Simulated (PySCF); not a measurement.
PBE on Ir (iridium, neutral)

Configuration: [Xe] 4f14 5d7 6s2, high-spin 4F determinant. Calculation: PySCF 2.14, in def2-TZVPPD with the def2 core potential (60 electrons) (6s5p3d2f1g, 59 functions); a scalar-relativistic core potential.

```json
{
 "Total energy": "-104.2704 hartree",
 "One-electron energy": "-179.6393 hartree",
 "Hartree (Coulomb) energy": "85.8124 hartree",
 "Exchange-correlation energy": "-10.4435 hartree",
 "⟨S²⟩": "3.7558",
 "⟨L²⟩": "12.013",
 "Sum of ⟨r⟩": "27.01 bohr",
 "Sum of ⟨r²⟩": "55.81 bohr²"
}
```

```csv
shell,electrons,mean orbital energy (hartree),spread (hartree),"rms radius, mean of both spins (bohr)"
5s α,1,-3.65098,0,1.05
5s β,1,-3.58868,0,1.05
5p α,3,-2.02648,0,1.22
5p β,3,-1.95238,0,1.22
5d α,5,-0.29613,0.03054,1.88
6s α,1,-0.24495,0,3.15
5d β,2,-0.23882,0,1.88
6s β,1,-0.20845,0,3.15
```

Energies and moments cover only the electrons outside the core potential. Spin-orbit coupling, absent here, splits the open shell strongly.
